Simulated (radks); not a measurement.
Valence configurations of Mo2+ (all share [Kr]). Calculated with a radial shooting solver on a logarithmic mesh with Libxc functionals: scalar-relativistic Kohn-Sham, PBE, spin-polarised, spherical densities, point nucleus; open shells are filled with parallel spins first (spin-orbit coupling, left out, can overturn this in heavy ions). Energies are relative to 4d4; eigenvalues in eV for spin up.

valence	E (eV)	moment (Bohr magnetons)	e(4d)	e(5p)	e(5s)
4d4	0.000	4	-21.935	-	-
4d3.5 5s0.5	1.954	4	-23.374	-	-19.154
4d3 5s1	4.222	4	-24.836	-	-19.987
4d3.5 5p0.5	4.636	4	-23.864	-14.083	-
4d2.5 5s1.5	7.756	3	-26.215	-	-20.536
4d3 5p1	9.777	4	-25.795	-15.020	-
4d2 5s2	11.355	2	-27.595	-	-21.033
4d2 5s0.5 5p1.5	18.582	4	-29.167	-16.576	-22.502
4d2 5p2	21.545	4	-29.610	-16.839	-
5p4	53.427	2	-	-19.666	-

NIST lists [Kr] 4d4 as the ground configuration; this level of theory agrees among the configurations tried. The energies are those of spherical high-spin densities, not of single terms.
